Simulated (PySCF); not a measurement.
**Field gradients at the hydrogen positions**

Species: chloromethylfluorosilane, CH₄ClFSi.
Geometry (PBE0-D3(BJ)/def2-TZVP, Å), atoms numbered from 1 in this order:
```xyz
8
CH4ClFSi angstrom
F      1.7974   -1.0983   -0.4349
Si     0.9022    0.0960    0.1489
C     -0.8960   -0.2430   -0.2432
Cl    -1.7800    1.1533    0.4429
H      1.0903    0.1454    1.6154
H      1.3243    1.3562   -0.5006
H     -1.1081   -0.2828   -1.3111
H     -1.2792   -1.1468    0.2295
```

Level: PBE0/pcSseg-2 (PySCF, non-relativistic); Q(2H) = 0.00286 b; rigid geometry, the same for H and D, with no vibrational averaging.

Question: Tabulate Vzz, the asymmetry η and χzz = 234.96 MHz × Q × Vzz for every hydrogen position.

Answer: 
| atom | bonded to | bond length (Å) | Vzz (au) | η | χzz (kHz) |
| --- | --- | --- | --- | --- | --- |
| H5 | Si2 | 1.479 | 0.1384 | 0.02 | 93 |
| H6 | Si2 | 1.479 | 0.1384 | 0.02 | 93 |
| H7 | C3 | 1.090 | 0.2840 | 0.07 | 191 |
| H8 | C3 | 1.090 | 0.2839 | 0.07 | 191 |

Question: Average by the element that carries the hydrogen.

Answer: on Si: 93 kHz over 2 positions, mean bond length 1.479 Å; on C: 191 kHz over 2 positions, mean bond length 1.090 Å.

The structure is a single PBE0-D3(BJ)/def2-TZVP conformer in the gas phase; no vibrational or solvent corrections.
